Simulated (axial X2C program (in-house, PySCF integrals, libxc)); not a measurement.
Low determinants of RuSe at the PBE0 level, two-component

Computed with an in-house all-electron X2C program for linear molecules (integrals from PySCF). Two-component (2c) means X2C with spin–orbit coupling and atomic mean-field two-electron Coulomb and Gaunt terms. Basis: Ru dyall-cv3z [12s12p8d5f3g], Se dyall-cv3z [8s9p6d4f1g] (cores contracted in-house); Gaussian nuclei, density fitting, unrestricted open shells. Masses: Ru 101.904 u, Se 79.917 u.

Search at 2.210 Å (vertical energies from the lowest determinant):

| ΔE (eV) | state | electrons beyond evenly filled partner blocks | electrons in ±ω = 1/2, 3/2, 5/2, 7/2 |
| --- | --- | --- | --- |
| 0.00 | Ω = 4 | ω = 3/2, ω = 5/2 | 50 23 5 0 |
| 0.50 | Ω = 2 | ω = -1/2, ω = 5/2 | 51 22 5 0 |
| 0.70 | Ω = 3 | ω = 1/2, ω = 5/2 | 51 22 5 0 |
| 0.75 | Ω = 2 | 2 × ω = 1/2, ω = -3/2, ω = 5/2 | 50 23 5 0 |
| 0.78 | Ω = 3 | 2 × ω = -1/2, ω = 3/2, ω = 5/2 | 50 23 5 0 |
| 0.89 | Ω = 1 | ω = -3/2, ω = 5/2 | 50 23 5 0 |
| 0.90 | Ω = 5 | 2 × ω = 1/2, ω = 3/2, ω = 5/2 | 50 23 5 0 |

Lowest determinant, Ω = 4 (⟨Sz⟩ = 2.00, ⟨Lz⟩ = 2.00 at PBE0): Re = 2.209 Å, ωe = 353.7 cm⁻¹.

The determinant in row 2 of the search, Ω = 2 (⟨Sz⟩ = 1.98, ⟨Lz⟩ = 0.02 at PBE0), was followed along the bond at PBE0; measured from the minimum of the lowest determinant it gives:

Te = 0.496 eV (4002 cm⁻¹), Re = 2.216 Å, ωe = 351.0 cm⁻¹.

(1) Compare the bond of the determinant in row 2 with that of the lowest one.

The search compares states at one distance, so a state with another bond length can lie lower; it is not exhaustive and yields mostly the lowest determinant of each block pattern, so other components and higher states of one pattern are missing. These are energies of single determinants, not of spin-adapted states; PBE0 term energies can be off by some tenths of an eV, and the functional has no current term. Open-shell Ω = 0 determinants with evenly filled partner blocks cannot be reached by this program, so the Ω shown need not be the lowest component. The lowest determinant need not be the ground state where others lie within half an eV.

Results:

(1) At PBE0 its Re is 0.007 Å longer and its force constant, which goes as ωe², is 0.98 times that of the lowest determinant. T0 ≈ Te + Δωe/2 = 4002 + (-1) = 4001 cm⁻¹.
